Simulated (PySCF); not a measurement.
## Excitation energy of Be by level of theory

Be [He] 2s2 (1S) → Be [He] 2s1 2p1 (3P), as a difference of total energies. All numbers are calculated (PySCF 2.14, scalar relativity by spin-free X2C-1e, in aug-cc-pVQZ-DK). Correlated levels: valence: 1s2 frozen. The calculations carry no spin-orbit coupling.

| method | excitation energy (eV) |
| --- | --- |
| UHF | 1.617 |
| LDA | 2.403 |
| PBE | 2.305 |
| PBE0 | 2.286 |
| r2SCAN | 2.129 |
| M06 | 2.482 |
| BP86 | 2.380 |
| BLYP | 2.466 |
| HSE06 | 2.282 |
| MP2 (valence) | 2.342 |
| SCS-MP2 (valence) | 2.556 |

Errors of the correlated levels include the incompleteness of this basis and the frozen core.

Task: Which method comes closest to the reference value, and which is furthest?

Result: The reference is 2.725 eV (measured; NIST levels, between the centres of gravity of the two terms). Closest: SCS-MP2 (valence) (error -0.169 eV); furthest: UHF (error -1.108 eV).
